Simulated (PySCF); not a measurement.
Br3Si(SH), Br3HSSi.
Numbering: `[SH:1][Si:2]([Br:3])([Br:4])[Br:5]` (hydrogens: H6 on S1)

A GFN2-xTB structure was refined with PBE0-D3(BJ)/def2-TZVP geometry optimisation, gas phase in PySCF. Its GFN2-xTB values:

```json
{"coordinate": "S1–Si2", "GFN2-xTB": "2.171 Å"}
{"coordinate": "S1–H6", "GFN2-xTB": "1.323 Å"}
{"coordinate": "Si2–Br3", "GFN2-xTB": "2.223 Å"}
{"coordinate": "S1–Si2–Br3", "GFN2-xTB": "112.5°"}
{"coordinate": "S1–Si2–Br4", "GFN2-xTB": "107.4°"}
{"coordinate": "Br3–Si2–Br4", "GFN2-xTB": "108.7°"}
{"coordinate": "Br3–Si2–Br5", "GFN2-xTB": "107.5°"}
```

Problem. How do these coordinates change at the PBE0-D3(BJ)/def2-TZVP level?

Solution. 
| coordinate | PBE0-D3(BJ)/def2-TZVP (Å or °) | change |
| --- | --- | --- |
| S1–Si2 | 2.108 | -0.063 |
| S1–H6 | 1.346 | +0.023 |
| Si2–Br3 | 2.203 | -0.020 |
| S1–Si2–Br4 | 105.6 | -1.8 |
| Br3–Si2–Br4 | 109.7 | +1.0 |
| S1–Si2–Br3 | 112.3 | -0.2 |
| Br3–Si2–Br5 | 107.4 | -0.1 |

The energy falls by 1.2 kcal/mol over 6 energy and gradient evaluations, the largest force component goes from 0.0222 to 3.0e-04 Eh/bohr, and the atoms move by 0.053 Å rms after alignment. The bond that changes most is S1–Si2 (ends: sulfur bonded to Si and H; four-coordinate silicon), which shortens by 0.063 Å. Bonds longer at the end by more than 0.005 Å: 2 of 5; shorter: 3. Rotational constants go from 665.8, 663.0, 499.0 to 685.0, 665.6, 496.8 MHz.

The run used 224 basis functions and 45 SCF cycles in all. On one thread of an Arm Neoverse N1, no GPU, shared host with 64 logical CPUs at a one-minute load of 53, this took 5.6 min of wall time and 0.99 GiB of memory at its peak.

Whether it is a minimum is left open (no frequencies).

The values belong to the conformer `[SH:1][Si:2]([Br:3])([Br:4])[Br:5]`: H–S1–Si2–Br3 63°.
